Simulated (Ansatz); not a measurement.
`C[C]1([AlH2])C=C1`, charge 0, multiplicity 1.

Give a relaxed structure at PBE0-D4/def2-TZVP (Ansatz 0.2.0). (An estimate is asked.)

Computed: 
Z-matrix (Å, degrees):
```
C
C 1 1.520
H 1 1.095 2 111.6
H 1 1.095 2 111.6 3 119.4
H 1 1.096 2 111.2 3 -120.3
Al 2 1.951 1 119.8 3 -59.7
C 2 1.532 1 117.2 3 92.3
C 2 1.532 1 117.2 3 148.4
H 6 1.591 2 117.9 1 179.5
H 6 1.595 2 122.2 1 -0.5
H 7 1.077 2 144.4 1 -73.8
H 8 1.077 2 144.4 1 73.8
```
Point group Cs.
This is one stationary point; other conformers may exist.
